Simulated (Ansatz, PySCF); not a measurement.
Breaking a bond: SiBe, lowest triplet found (which spin is the ground state isn't settled by this scan).

- ROCCSD = Ansatz (a quantum-chemistry and plane-wave program) with CCSD on ROHF/aug-cc-pVDZ, frozen core
- UKS-BP86/6-31G* = unrestricted BP86/6-31G*, spherical d (PySCF)
- FCI = full CI/aug-cc-pVDZ, frozen core run with Ansatz
- UKS-B3LYP/6-31G* = unrestricted B3LYP/6-31G*, spherical d in PySCF 2.14.0

Energies are in kJ/mol, each relative to the lowest point of its own curve between 1.80 and 2.60 Å, where full CI is lowest.

```csv
R / Å,ROCCSD,UKS-BP86/6-31G*,FCI,UKS-B3LYP/6-31G*
1.49,458.3,426.7,467.2,415.8
1.63,230.2,209.2,237.5,201.4
1.72,137.3,122.0,143.5,116.1
1.80,80.4,69.4,85.8,65.1
1.87,46.0,38.3,50.6,35.2
1.96,17.5,13.7,21.5,12.0
2.02,6.0,4.7,9.9,3.7
2.07,0.0,0.7,3.9,0.2
2.17,48.4,0.0,0.0,0.0
2.24,43.5,3.7,1.7,3.8
2.35,42.4,14.2,9.2,13.9
2.46,46.6,28.0,20.3,26.8
2.60,—,47.5,36.1,44.4
2.82,—,77.5,59.7,70.3
3.03,—,101.9,77.1,90.1
3.31,—,126.2,91.9,108.6
3.68,—,146.4,101.8,123.1
4.11,—,159.1,106.9,131.9
4.55,—,165.3,109.3,136.2
5.14,—,168.6,110.8,138.4
5.99,—,169.5,111.7,139.3
7.06,—,169.6,112.0,139.4
```

At the longest distance, 7.06 Å, UKS-BP86/6-31G* lies highest above its minimum (169.6 kJ/mol) and FCI lowest (112.0 kJ/mol).

Dashes: no converged value, or the column stops at the first point that the program doubted or that broke a chosen test of continuity, which isn't proof of a fault.

The T1 diagnostic of CCSD on the restricted reference of ROCCSD exceeds 0.045 at 1.49 to 2.07, 2.46 to 2.60 Å. At the minimum ROCCSD lies far from FCI: another state is possible. Also computed but left out beside FCI, since their determinant holds another spin at the minimum (<S²> over 0.7 above the pure value): UHF, UMP2, UCCSD, UCCSD(T), UCCSDT, UCCSDT(Q), UHF/3-21G, UMP2/3-21G.
